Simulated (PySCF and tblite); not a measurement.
3 regioisomers of C₅H₃F₃N₂:

```
isomer                                                        SMILES
     A  [F:1][C:2]([F:3])([F:4])[c:5]1[n:6][cH:7][cH:8][cH:9][n:10]1
     B  [F:1][C:2]([F:3])([F:4])[c:5]1[cH:6][n:7][cH:8][n:9][cH:10]1
     C  [F:1][C:2]([F:3])([F:4])[c:5]1[cH:6][cH:7][n:8][cH:9][n:10]1
```

Each isomer is a Boltzmann average at 298.15 K over at most 6 conformers: GFN2-xTB geometries, energies PBE0/pcSseg-1 (D3(BJ) added where defined), GIAO shieldings PBE0/pcSseg-1, GFN2-xTB thermal terms. Programs: PySCF with density fitting and tblite.

(1) What shifts does each isomer give (ppm)?

Unscaled ¹⁹F and ¹⁵N shifts at such levels can be off by tens of ppm; differences between conformers or isomers are more reliable. Shifts are unscaled: against experiment ¹³C can be off by 15 ppm or more and ¹H by 0.8 ppm.

Results:

(1) 
A: ¹H (against TMS): 9.23 (H7/H9, 2H), 7.45 (H8, 1H). ¹³C (against TMS): 164.3 (C5), 164.2 (C7/C9), 129.1 (C2), 128.0 (C8). ¹⁹F (against CFCl3): -83.5 (F1/F3/F4). ¹⁵N (against NH3): 333.8 (N6/N10).

B: ¹H (against TMS): 9.81 (H8, 1H), 9.32 (H6/H10, 2H). ¹³C (against TMS): 167.6 (C8), 161.1 (C6/C10), 132.7 (C2), 131.5 (C5). ¹⁹F (against CFCl3): -77.4 (F1/F3/F4). ¹⁵N (against NH3): 334.6 (N7/N9).

C: ¹H (against TMS): 9.79 (H9, 1H), 9.33 (H7, 1H), 7.83 (H6, 1H). ¹³C (against TMS): 165.7 (C9), 165.5 (C7), 163.6 (C5), 130.0 (C2), 123.7 (C6). ¹⁹F (against CFCl3): -84.7 (F1/F3/F4). ¹⁵N (against NH3): 345.0 (N8), 329.9 (N10).


¹⁵N shifts are against a computed isolated NH3 molecule, about 20 ppm from the liquid.